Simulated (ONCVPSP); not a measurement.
# What one change does to a pseudopotential (silver, ONCV)

* Element: silver
* Generator: ONCVPSP 4.0.1
* Type: optimised norm-conserving Vanderbilt (ONCV)
* Functional: PBEsol
* Relativity: scalar-relativistic
* Frozen core: [Ar] 3d10
* Valence charge: 19
* Reference configuration: 4s2 4p6 4d10 5s1
* Partial waves: 4s+5s: rc 1.35 bohr, ncon 5, nbas 9, qcut 8.3 1/bohr, 2 projectors; 4p: rc 1.65 bohr, ncon 3, nbas 8, qcut 8 1/bohr, 3 projectors, debl 2.3 Ha; 4d: rc 1.35 bohr, ncon 4, nbas 7, qcut 6.4 1/bohr, local
* Local potential: the d channel
* Core correction: none

Change: s: nproj 4.

Cutoffs: the cutoffs (Ha) at which the residual kinetic energy of the hardest occupied pseudo-wave falls to 1 and 0.1 mHa per electron; they do not see the model core or the augmentation charge, which bear on the density cutoff. Errors are all-electron minus pseudo energies relative to the spin-unpolarised reference configuration.

Question: Predict the effect on cutoff, ghosts and configuration errors.

Answer: The potential gets neither clearly harder nor softer (80 Ha and 96 Ha → 80 Ha and 96 Ha); the bound ghost in s disappears; the errors of the 4 common tests hardly move; the range in which the s phases agree widens (upper end 2.6 → at the end of the scan).

```csv
quantity,base,changed
"cutoff, loose",80 Ha,80 Ha
"cutoff, tight",96 Ha,96 Ha
bound ghosts,s,none
GHOST(+) flags under 300 eV,none,s at 272.3 eV
"error for 4s2 4p6 4d10 5s0, meV [ΔE 7.75 eV]",-1.2,-1.2
"error for 4s2 4p6 4d9 5s0, meV [ΔE 29.86 eV]",-6.9,-6.8
"error for 4s2 4p6 4d8 5s0, meV [ΔE 66.04 eV]",-20,-20
"error for 4s2 4p6 4d9 5s1 5p1, meV [ΔE 8.61 eV]",-2.6,-2.5
s: phases at 1.37 bohr within 0.05 rad from the reference energy up to (Ha; the scan ends near 5),2.6,to the end of the scan
p: phases at 1.67 bohr within 0.05 rad from the reference energy up to (Ha; the scan ends near 5),to the end of the scan,to the end of the scan
d: phases at 1.37 bohr within 0.05 rad from the reference energy up to (Ha; the scan ends near 5),4.2,4.2
```

 A true bound ghost makes a file unfit for plane-wave use even where its test errors are small: the radial tests pick states by their node count and pass the ghost by.
